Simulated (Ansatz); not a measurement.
Molecule: CH₆BO₂ (charge +1, singlet). It need not be the lowest isomer of its formula. 
Coordinates optimised at B3LYP-D3(BJ)/def2-TZVP (Ansatz, a program for electronic structure):
SMILES: CB(O)[OH2+]
```xyz
10

B     -0.0074    -0.1543     0.0551
C      1.5081    -0.4089     0.0216
O     -0.4642     1.2097    -0.3892
O     -1.0906    -0.8326     0.3826
H      1.7542    -1.4160     0.3570
H      2.0453     0.2954     0.6649
H      1.9107    -0.2884    -0.9892
H     -1.4112     1.4414    -0.3939
H     -1.0022    -1.7413     0.6961
H      0.1303     1.9170    -0.6872
```
Charge +1, spin multiplicity 1.

Basis-set convergence of Hartree-Fock and CCSD correlation energies (hartree) with Ansatz. Cores are frozen in the correlated levels unless marked. No spin-orbit coupling. Non-relativistic.

| basis | functions | E(HF) | E(corr, CCSD) |
|---|---|---|---|
| cc-pVDZ | - | -215.63633 | -0.63411 |
| cc-pVTZ | 204 | ___ | ___ |

**Question.** Fill in the missing entries.

**Answer.** 
- cc-pVTZ, E(HF): -215.70870
- cc-pVTZ, E(corr, CCSD): -0.77868
